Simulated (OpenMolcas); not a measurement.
# Ag+: effect of the level shift or regulariser

```
Program             : OpenMolcas 26.06
Basis               : ANO-RCC-VQZP [8s7p5d3f2g1h]
Scalar Hamiltonian  : DKH2, point nucleus
Active space        : 10 electrons in 6 orbitals (4d 5s)
State averaging     : 2S+1 = 1 even, 6 roots; 2S+1 = 3 even, 5 roots kept (CI in the orbitals of an earlier block)
Spin-orbit coupling : RASSI with atomic mean-field integrals over the reference wave functions, term energies averaged over their components
```

Methods on the same reference wave functions:
A. CASSCF
B. SS-CASPT2, IPEA 0.25 Eh, imaginary shift 0.1 Eh (closed shells correlated: 4s 4p)
C. SS-CASPT2, IPEA 0.25 Eh, real shift 0.2 Eh (closed shells correlated: 4s 4p)

Energies in cm⁻¹ above 4d¹⁰ ¹S₀, the measured ground level; measured values from NIST Handbook of Basic Atomic Spectroscopic Data.

```tsv
Level	A	B	C	Measured
4d¹⁰ ¹S₀	0.0	0.0	0.0	0.0
4d⁹ 5s ³D₃	27886	37593	37533	39168
4d⁹ 5s ³D₂	29547	39007	38951	40745
4d⁹ 5s ³D₁	32247	41954	41895	43743
4d⁹ 5s ¹D₂	35265	43996	43947	46049
```

Deviations, from unrounded energies. A percentage is the sum of absolute deviations over the sum of measured energies, with the sign that they share, or ± where signs differ.

| Against measurement | Levels | A | B | C |
| --- | --- | --- | --- | --- |
| mean absolute deviation (cm-1) | 4 | 11000 | 1800 | 1800 |
| other configurations (%) | 4 | -26.4 | -4.2 | -4.3 |

B, C lie about equally close to measurement and A furthest from it. The largest miss of B in the table is 4d⁹ 5s ¹D₂, by -2100 cm-1. The ranking rests on the paired levels alone, and a cruder setting can come out closer through cancelling errors.

Between B and C the level of the table that moves most is 4d⁹ 5s ³D₃, by 60 cm-1 (lowest in C, highest in B).

The lowest spin-free term lies below A's lowest term by 0.668 hartree in B, 0.667 hartree in C.

Terms from blocks run as CI alone lack orbitals of their own. A single d shell beside an s shell can misplace configurations of different d count against each other. Without dynamic correlation excited terms often stand tens of per cent too high (terms of higher spin than the ground term too low), and those without a measured partner can miss by more than the paired ones (holds for A). Measured partners are found by configuration, term and J. A level has none where our copy of the source lacks it or the pairing is in doubt (some pairs that miss far off the trend of their configuration count as doubtful), and it then counts in no deviation. Levels of configurations outside the active space are missing.
